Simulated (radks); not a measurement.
Neutral neodymium, 60 electrons, occupied as [Xe] 4f3.5 6s2 6p0.5 (fractional occupations, a model configuration).

All-electron calculation, scalar-relativistic Kohn-Sham, SCAN, spin-unpolarised, spherical densities, finite nucleus; meta-GGA in the generalised Kohn-Sham scheme; Fermi nuclear charge, rms radius 4.9123 fm. Program: a radial shooting solver on a logarithmic mesh with Libxc functionals.

Energy parts (Ry):
total: -19250.0296
kinetic: 20487.3355
electron-nucleus: -46729.8546
Hartree: 7438.4431
exchange-correlation: -445.9535

Orbitals (lengths in bohr, moments of r in powers of bohr; r(max) is where P^2 peaks):
\begin{tabular}{lrrrrrr}
orbital & occ. & eigenvalue (Ry) & <r> & <r^2> & <r^4> & r(max) \\ \hline
1s & 2 & -3195.059 & 0.02363 & 0.0007601 & 1.528e-06 & 0.01510 \\
2s & 2 & -518.6012 & 0.1009 & 0.01202 & 0.0002486 & 0.08540 \\
2p & 6 & -463.3357 & 0.08880 & 0.009626 & 0.0001835 & 0.06894 \\
3s & 2 & -113.4591 & 0.2658 & 0.08074 & 0.009865 & 0.2433 \\
3p & 6 & -95.89546 & 0.2642 & 0.08091 & 0.01034 & 0.2385 \\
3d & 10 & -71.57435 & 0.2418 & 0.06884 & 0.008503 & 0.1964 \\
4s & 2 & -23.09922 & 0.6069 & 0.4154 & 0.2507 & 0.5652 \\
4p & 6 & -17.30991 & 0.6425 & 0.4691 & 0.3293 & 0.5896 \\
4d & 10 & -9.06667 & 0.7061 & 0.5784 & 0.5467 & 0.6180 \\
5s & 2 & -3.29339 & 1.461 & 2.397 & 8.486 & 1.314 \\
5p & 6 & -1.87530 & 1.696 & 3.263 & 16.55 & 1.484 \\
4f & 3.5 & -0.38954 & 1.046 & 1.478 & 7.126 & 0.6563 \\
6s & 2 & -0.32561 & 4.259 & 20.48 & 643.9 & 3.632 \\
6p & 0.5 & -0.12400 & 5.478 & 34.17 & 1884 & 4.623 \\
\end{tabular}

The highest occupied level is 6p at -1.687 eV. Summed over all electrons, <r^2> = 98.45 bohr^2, which gives a Langevin (diamagnetic) susceptibility term of -78 x 10^-6 cm^3/mol. The density falls to 0.001 e/bohr^3 at r = 5.57 bohr.

Run on one thread of a shared host, so times are rough (AMD EPYC 7R43 64-Core Processor): 0.23 s of CPU time, 0.23 s wall, 25 iterations on 2440 mesh points.
